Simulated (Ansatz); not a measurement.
C3H7NOSi can be A, `C#COC(N)[SiH3]`, or B, `CO[SiH](C)C#N`.

Isolated molecules relaxed with PBE0-D4/def2-TZVP in Ansatz; ΔE leaves out vibrations. CCSD(T)/CBS adds triple-zeta CCSD(T) − MP2 to the extrapolated MP2 energy (def2 sets, frozen cores). DFT in def2-TZVPP. B3LYP here is the variant with VWN-RPA as its local correlation; programs differ in this. One conformer a species, not always the lowest.

A:

```xyz
13

C    -0.490   -1.189   -2.651
C    -0.754   -0.932   -1.507
O    -1.030   -0.665   -0.278
C     0.161   -0.307    0.570
N    -0.109   -0.549    1.920
Si    0.593    1.526    0.276
H    -0.285   -1.417   -3.668
H     0.960   -0.969    0.223
H    -0.300   -1.517    2.139
H    -0.821    0.051    2.312
H    -0.384    2.329    1.059
H     1.968    1.785    0.770
H     0.490    1.854   -1.165
```

B:

```xyz
13

C    -1.4316   -1.6427    0.2441
O    -1.0356   -0.2867    0.2834
Si    0.5128    0.2180    0.2371
C     0.5565    2.0612    0.2112
C     1.2847   -0.4371   -1.3304
N     1.7455   -0.8540   -2.3007
H    -0.9897   -2.2108    1.0696
H    -1.1417   -2.1101   -0.7023
H    -2.5173   -1.6793    0.3364
H     1.3172   -0.3838    1.3301
H     1.5869    2.4164    0.1369
H     0.1173    2.4632    1.1268
H    -0.0050    2.4456   -0.6424
```

(1) Which is lower in electronic energy at CCSD(T)/CBS, and by how much? (Best estimate.)

(2) Give E(B) − E(A) in kcal/mol with HF/def2-TZVPP, LDA (SPW92), PBE-D4, ωB97M-V, MP2/def2-TZVPP, B2PLYP, B3LYP. (An estimate is asked.)

(3) Does the order hold for the free energy at 298.15 K (harmonic terms from PBE0-D4)? (Best estimate.)

Largest T1 diagnostic: 0.013.

Results:

(1) Computed: B, by 99.3 kcal/mol.

(2) The calculation gave: HF/def2-TZVPP -105.3, LDA (SPW92) -81.7, PBE-D4 -89.4, ωB97M-V -97.4, MP2/def2-TZVPP -102.2, B2PLYP -99.0, B3LYP -95.8. None reverses the order clearly.

(3) The calculation gave: Yes: G(B) − G(A) = -97.7 kcal/mol, for one conformer each. Modes under 60 cm⁻¹, often nearly free rotors, make the harmonic entropy too high.

From BLYP to BHLYP (50 % exact exchange), in def2-TZVPP and without D4, E(B) − E(A) moves by −5.8 kcal/mol. Leaving LDA and LC-ωPBE aside and taking each functional with its dispersion term where it has one, the values, not all of them listed here, spread over 9.9 kcal/mol, from BHLYP-D4 to PBE-D4. LDA lies +8.0 kcal/mol from PBE without D4.
